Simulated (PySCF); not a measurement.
TeHCl, SMILES Cl[TeH].

Geometry optimised at B3LYP-D3(BJ)/def2-TZVP. The def2 effective core potentials stand for the cores of Te; spin–orbit coupling is left out.

Method: TDDFT-CAM-B3LYP/def2-TZVPD run with PySCF.

Vertical excitations. Gas-phase values at a fixed geometry. State labels are in the subgroup Cs.

Computed lowest excited states:
```json
[
 {"state": "S1", "symmetry": "A\"", "energy (eV)": "2.40", "λ (nm)": "516", "f": "0.001", "main pairs": "HOMO→LUMO 99 %"},
 {"state": "S2", "symmetry": "A\"", "energy (eV)": "4.49", "λ (nm)": "276", "f": "0.006", "main pairs": "HOMO→LUMO+1 94 %"},
 {"state": "S3", "symmetry": "A'", "energy (eV)": "4.82", "λ (nm)": "257", "f": "0.010", "main pairs": "HOMO−1→LUMO 96 %"},
 {"state": "S4", "symmetry": "A\"", "energy (eV)": "5.56", "λ (nm)": "223", "f": "0.000", "main pairs": "HOMO−2→LUMO 95 %"},
 {"state": "S5", "symmetry": "A\"", "energy (eV)": "6.40", "λ (nm)": "194", "f": "0.146", "main pairs": "HOMO→LUMO+5 73 %"},
 {"state": "S6", "symmetry": "A\"", "energy (eV)": "6.52", "λ (nm)": "190", "f": "0.002", "main pairs": "HOMO→LUMO+2 95 %"},
 {"state": "S7", "symmetry": "A'", "energy (eV)": "6.60", "λ (nm)": "188", "f": "0.075", "main pairs": "HOMO−3→LUMO 76 %, HOMO−4→LUMO 18 %"},
 {"state": "S8", "symmetry": "A\"", "energy (eV)": "6.75", "λ (nm)": "184", "f": "0.001", "main pairs": "HOMO→LUMO+4 82 %"},
 {"state": "S9", "symmetry": "A'", "energy (eV)": "6.75", "λ (nm)": "184", "f": "0.049", "main pairs": "HOMO→LUMO+3 96 %"},
 {"state": "S10", "symmetry": "A'", "energy (eV)": "7.25", "λ (nm)": "171", "f": "0.001", "main pairs": "HOMO−1→LUMO+1 57 %, HOMO→LUMO+8 36 %"},
 {"state": "T1", "symmetry": "A\"", "energy (eV)": "1.77", "λ (nm)": "701", "f": "0", "main pairs": "HOMO→LUMO 97 %"},
 {"state": "T2", "symmetry": "A\"", "energy (eV)": "4.00", "λ (nm)": "310", "f": "0", "main pairs": "HOMO→LUMO+1 88 %"},
 {"state": "T3", "symmetry": "A'", "energy (eV)": "4.22", "λ (nm)": "294", "f": "0", "main pairs": "HOMO−1→LUMO 96 %"},
 {"state": "T4", "symmetry": "A\"", "energy (eV)": "5.00", "λ (nm)": "248", "f": "0", "main pairs": "HOMO−2→LUMO 95 %"}
]
```
Triplets are in the Tamm–Dancoff approximation, which puts them higher than full response would, so one can lie above its singlet here.
